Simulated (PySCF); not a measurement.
Compound: CH12N2Si4.
Structure used (GFN2-xTB), in Å, numbered top down from 1:
```
atom  x, y, z in Å
C1     0.582    2.369    0.086
Si2   -0.027    0.787   -0.759
N3    -1.743    0.614   -0.593
Si4   -2.489   -0.846   -0.026
Si5   -0.529   -1.855    0.596
N6     0.599   -0.650    0.011
Si7    2.307   -0.847    0.243
H8     0.261    2.419    1.122
H9     1.666    2.412    0.071
H10    0.208    3.253   -0.421
H11    0.352    0.759   -2.183
H12   -2.312    1.376   -0.917
H13   -3.265   -1.449   -1.126
H14   -3.471   -0.465    1.003
H15   -0.279   -2.037    2.037
H16   -0.182   -3.130   -0.052
H17    2.665   -2.228   -0.088
H18    2.660   -0.563    1.638
H19    2.986    0.091   -0.651
```

Computed at PBE0/pcSseg-1 (PySCF, non-relativistic), with Q(14N) = 0.02044 b: N3, 14N (I = 1): χzz = -3.738 MHz, η = 0.440; N6, 14N (I = 1): χzz = -2.886 MHz, η = 0.134.

Q: Where would the pure quadrupole (NQR) lines of 14N at N3 fall for the rigid, isolated species?

A: From ν± = (3/4)|χ|(1 ± η/3) and ν0 = |χ|η/2: ν+ 3.215 MHz, ν− 2.392 MHz, ν0 0.823 MHz (nitrogen bridging silicon atoms).

Q: Where would the pure quadrupole (NQR) lines of 14N at N6 fall for the rigid, isolated species?

A: From ν± = (3/4)|χ|(1 ± η/3) and ν0 = |χ|η/2: ν+ 2.262 MHz, ν− 2.068 MHz, ν0 0.194 MHz (nitrogen bridging silicon atoms).

In a crystal, neighbours and librations shift these lines. GFN2-xTB bond lengths can be off by several hundredths of an ångström, more for odd bonds, and the gradients follow them. With a basis this small, the couplings can be 20 % off.
